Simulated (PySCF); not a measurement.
Species: C2H8BNO2.
Atom-mapped SMILES: `[CH3:1][N:2]([CH3:3])[B:4]([OH:5])[OH:6]` (hydrogens: H7, H8, H9 on C1; H10, H11, H12 on C3; H13 on O5; H14 on O6)

Computed by this run: PySCF, PBE0-D3(BJ)/def2-SVP geometry optimisation, gas phase; density fitting, grid level 1; the optimiser is geomeTRIC in internal coordinates, started from a GFN2-xTB structure with every atom displaced at random (about 0.01 Å).

Geometry at step 2:
```
atom  x, y, z in Å
C1     -0.5494    1.2954   -0.4106
N2     -0.0777   -0.0600   -0.3380
C3     -1.0994   -1.0576   -0.1806
B4      1.2941   -0.3890   -0.4180
O5      2.2035    0.6413   -0.5718
O6      1.6596   -1.7155   -0.3401
H7     -1.0962    1.5848    0.5074
H8      0.2960    1.9824   -0.5393
H9     -1.2448    1.4370   -1.2603
H10    -0.6494   -2.0567   -0.1301
H11    -1.6898   -0.8952    0.7417
H12    -1.8169   -1.0464   -1.0267
H13     3.1182    0.3552   -0.6206
H14     2.6033   -1.8722   -0.3973
```

Task: What forces act on the atoms?

Result: 
```
atom  Fx (eV/Å)  Fy (eV/Å)  Fz (eV/Å)
  C1     -0.017     -0.021     -0.003
  N2     -0.023     -0.021      0.000
  C3     -0.081     -0.003     -0.059
  B4      0.100      0.132     -0.022
  O5      0.002     -0.112      0.019
  O6     -0.001     -0.025      0.000
  H7     -0.001      0.008      0.001
  H8     -0.008      0.002      0.003
  H9      0.001      0.010     -0.002
 H10      0.007      0.004      0.010
 H11      0.012     -0.003      0.010
 H12      0.050      0.008      0.043
 H13     -0.048      0.023      0.001
 H14      0.007     -0.002     -0.002
```

The largest, 0.17 eV/Å, acts on B4; the rms over all components is 0.038 eV/Å. The forces sum to zero within rounding, as they must for an isolated molecule in no field.

Task: Give the force on B4 in Eh/bohr and in nN.

Result: 0.167 eV/Å ÷ 51.422 = 0.00325 Eh/bohr, and 0.167 eV/Å × 1.602 = 0.27 nN.

Task: How far is this geometry from the end of the optimisation?

Result: 0.001 eV above it, and 0.006 Å rms away after alignment. The bonds farthest from their final lengths, with half the difference of the two atoms' forces along the bond (positive lengthens):

| bond | now (Å) | final (Å) | force along bond (eV/Å) |
| --- | --- | --- | --- |
| B4–O5 | 1.383 | 1.379 | -0.13 |
| C3–H12 | 1.109 | 1.107 | -0.08 |

What follows is the cost of the whole optimisation. The run took 36 s of wall time on one thread, Arm Neoverse V1 (aarch64), no GPU, on a shared host, and the process peaked at 0.49 GiB of memory.
